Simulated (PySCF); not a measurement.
Excitations are Tamm–Dancoff values on a coarser integration grid. The basis has no diffuse functions, so Rydberg states are missing or too high.

Cartesian coordinates (Å):
```xyz
6

O      0.1357     1.4660    -0.8187
C     -0.0938     0.4773    -0.1884
S     -1.6067     0.3114     0.7531
S      1.0002    -0.9420    -0.0901
H     -1.3634    -0.9185     1.2376
H      1.9280    -0.3941    -0.8936
```
Charge 0, spin multiplicity 1.

Q: Give the LUMO, HOMO–LUMO gap and S1 excitation (TDA) at the level PySCF with PBE-D3(BJ)/def2-TZVP // B3LYP-D3(BJ)/def2-TZVP.

A: 
```yaml
LUMO: -1.95 eV
HOMO–LUMO gap: 4.79 eV
S1 excitation (TDA): 4.95 eV
```
